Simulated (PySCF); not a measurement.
# M06-L on P²⁺ (phosphorus, charge +2)

Configuration: [Ne] 3s2 3p1, 2P determinant. All numbers are calculated (PySCF 2.14, the spin-free X2C one-electron Hamiltonian (Gaussian nucleus), in x2c-TZVPall (5s5p2d1f, 37 functions)).

```json
{
  "Total energy": "-340.9619 hartree",
  "One-electron energy": "-460.4071 hartree",
  "Hartree (Coulomb) energy": "142.0670 hartree",
  "Exchange-correlation energy": "-22.6218 hartree",
  "⟨S²⟩": "0.7547",
  "⟨L²⟩": "2.015",
  "Sum of ⟨r⟩": "9.566 bohr",
  "Sum of ⟨r²⟩": "13.71 bohr²",
  "Traceless quadrupole moment −½Σ⟨3z² − r²⟩ along its main axis": "-1.77 e·bohr²",
  "Langevin diamagnetic susceptibility": "-10.9 ×10⁻⁶ cm³/mol",
  "Time after the integrals": "0.31 s of wall time on 1 thread of Neoverse-V2 (shared host)"
}
```

```
shell  electrons  mean orbital energy (hartree)  spread (hartree)  rms radius, mean of both spins (bohr)
 1s α          1                      -77.88176                 0                                  0.120
 1s β          1                      -77.87407                 0                                  0.120
 2s α          1                       -7.45165                 0                                  0.563
 2s β          1                       -7.44743                 0                                  0.563
 2p α          3                       -5.53207           0.01440                                  0.542
 2p β          3                       -5.52407           0.02502                                  0.542
 3s α          1                       -1.27402                 0                                   1.86
 3s β          1                       -1.21936                 0                                   1.86
 3p α          1                       -0.92165                 0                                   2.09
```

Densities and radii are taken from the X2C orbitals without a picture-change correction, which distorts them close to the nucleus.
